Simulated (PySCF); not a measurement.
The multiplicity is imposed and other spin states were not computed.

B3LYP has the VWN-RPA correlation part, as in Gaussian. 

Cartesian coordinates (Å):
```xyz
6

Zn    -0.0038     0.0002     0.0046
F      1.1070    -0.0469    -1.3547
C     -1.2187     0.0516     1.4915
H     -2.1106     0.6621     1.2454
H     -0.7279     0.4948     2.3811
H     -1.5578    -0.9706     1.7537
```
Charge 0, multiplicity 1.

Question: Estimate the total energy, HOMO and dipole moment that B3LYP-D3(BJ)/def2-TZVP // PBE-D3(BJ)/def2-SVP (PySCF 2.14.0) returns for this input.

Answer: 
```yaml
total_energy: -1919.3051 Ha
HOMO: -8.61 eV
dipole_moment: 0.589 e·Å
```
